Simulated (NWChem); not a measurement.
# Atomisation of C5H5F

```xyz
11

C     -2.7262    -0.0404     0.0000
C     -1.5152     0.0404     0.0000
C     -0.0923     0.1511     0.0000
F      0.3584     1.4258     0.0000
C      0.7763    -0.8733     0.0000
C      2.2650    -0.7312     0.0000
H     -3.7976    -0.1149     0.0000
H      0.3428    -1.8768     0.0000
H      2.7069    -1.2222     0.8846
H      2.5701     0.3238     0.0000
H      2.7069    -1.2222    -0.8846
```
Charge 0, spin multiplicity 1.

Everything below was run with NWChem. The geometry was optimised at B3LYP/def2-SVP, a minimum by its harmonic frequencies. It is one conformer; others weren't searched.

Basis set: def2-SVP. The atomisation energy is electronic alone: no zero-point, thermal, spin-orbit or counterpoise terms. No value is extrapolated to the basis-set limit. Free atoms are single determinants with multiplicities C 3, F 2, H 2.

B3LYP has NWChem's definition, with VWN1-RPA local correlation. The structure started from a generated list of species. The stability of the SCF solutions was not checked. Open-shell Hartree-Fock references start from PBE0 orbitals.

Q: For the atomisation energy, HF gives 856.9 kcal/mol and LDA (SVWN5) gives 1361.4 kcal/mol. What do BHandHLYP, B3LYP, PBE give?

A: BHandHLYP: 1123.0 kcal/mol; B3LYP: 1164.1 kcal/mol; PBE: 1211.8 kcal/mol.
